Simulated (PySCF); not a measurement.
**Pd⁴¹⁺: fine-structure interval**

Pd⁴¹⁺ [He] 2s2 2p1 [2p1/2^1, M_J = 1/2] → Pd⁴¹⁺ [He] 2s2 2p1 [2p3/2^1, M_J = 3/2], as a difference of total energies. Computed with PySCF 2.14 in an uncontracted even-tempered set (17 s from 20 bohr⁻², ratio 2.4; 12 p from 26 bohr⁻², ratio 2.4; 5 d from 86 bohr⁻², ratio 2.6; 4 f from 130 bohr⁻², ratio 2.6), with the two-component X2C-1e Hamiltonian. Correlated levels: nothing frozen; the 32 highest virtual spinors dropped. "Screened" scales the spin-orbit matrix elements by Boettger's factors to mimic the two-electron term; Breit and QED terms are absent.

| method | fine-structure interval (cm⁻¹) |
| --- | --- |
| GHF (screened spin-orbit) | 1466400 |
| GMP2 (screened spin-orbit) | 1459600 |
| GHF (bare spin-orbit) | 1535600 |
